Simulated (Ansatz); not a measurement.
This geometry of BrH + H4OSn (8 atoms, charge 0, multiplicity 1) is a first-order saddle point.

Method: Ansatz, RKS PBE0/def2-SVP.

```xyz
8
Properties=species:S:1:pos:R:3
Sn -0.055 0.051 -0.124
O 0.128 -0.136 1.938
H -0.699 -0.205 2.436
H 1.544 0.287 -0.626
H -1.009 1.473 -0.197
H -0.892 -1.312 -0.697
Br 1.543 -2.602 1.549
H 0.766 -1.227 1.992
```

**Question.** Which two structures does it join? (They come from a converged band through this point; their orientation in space is the band's.)

**Answer.** Bonds broken: Sn1–O2, Br7–H8. Bonds formed: Sn1–Br7, O2–H8. BrH + H4OSn becomes BrH3Sn + H2O.

Image 0:

```xyz
8
Properties=species:S:1:pos:R:3
Sn -0.157 0.175 -0.160
O 0.115 -0.177 1.819
H -0.701 -0.215 2.334
H 1.439 0.352 -0.714
H -1.075 1.618 -0.233
H -0.999 -1.161 -0.809
Br 1.736 -2.771 1.994
H 0.969 -1.494 2.041
```

Image 8:

```xyz
8
Properties=species:S:1:pos:R:3
Sn 0.426 -0.151 -0.349
O -0.675 -0.381 2.446
H -1.187 -1.197 2.475
H 1.192 -0.115 -1.886
H 0.379 1.402 0.342
H -1.053 -0.989 -0.457
Br 2.032 -1.571 0.999
H 0.212 -0.671 2.701
```

**Question.** How far does it lie above each of them?

**Answer.** 0.031 eV above the first and 0.884 eV above the second. This is the barrier of this one path; another mechanism may lie lower. The orbitals stay closed-shell, which can raise the energy where a bond breaks towards radicals; this wasn't checked here.

Time of the run: 9.6 min on 2 threads of Arm Neoverse V1, on a shared host, peak memory 0.23 GiB.
